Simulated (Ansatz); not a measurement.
Born–Oppenheimer molecular dynamics of AlFH₃NO (7 atoms, charge 0, multiplicity 1). It starts from a relaxed structure.

Theory: RKS PBE0-D4/def2-SVP (Ansatz 0.2.0).

```
ensemble        : NVT, Langevin thermostat
time step       : 0.5 fs
steps asked     : 150
set temperature : 1000 K
friction        : 0.05 /fs
seed            : 356234
```

First frame:

```xyz
7
Properties=species:S:1:pos:R:3
Al -0.123 0.042 0.003
O -0.036 -0.235 1.669
H -0.755 -0.429 2.269
F 1.304 0.383 -0.772
N -1.595 -0.005 -0.958
H -2.526 -0.206 -0.614
H -1.621 0.169 -1.956
```

Q: How far do the bonds stretch over the last three quarters of this one trajectory? (Pairs bonded in most of those frames.)

A: 
| bond | mean (Å) | spread (Å) | shortest | longest |
| --- | --- | --- | --- | --- |
| Al1–O2 | 1.692 | 0.062 | 1.58 | 1.80 |
| Al1–F4 | 1.702 | 0.063 | 1.62 | 1.83 |
| Al1–N5 | 1.794 | 0.065 | 1.68 | 1.88 |
| O2–H3 | 0.964 | 0.046 | 0.88 | 1.07 |
| N5–H6 | 1.017 | 0.027 | 0.96 | 1.08 |
| N5–H7 | 1.019 | 0.022 | 0.96 | 1.07 |

Mean temperature of the second half: 863 K. The mean temperature of the second half is 14 % below the set value. A run of 0.075 ps of so small a system gives no equilibrium averages.

Time of the run: 5.8 min on 1 thread of Arm Neoverse V1, with other jobs on the host, peak memory 0.13 GiB.
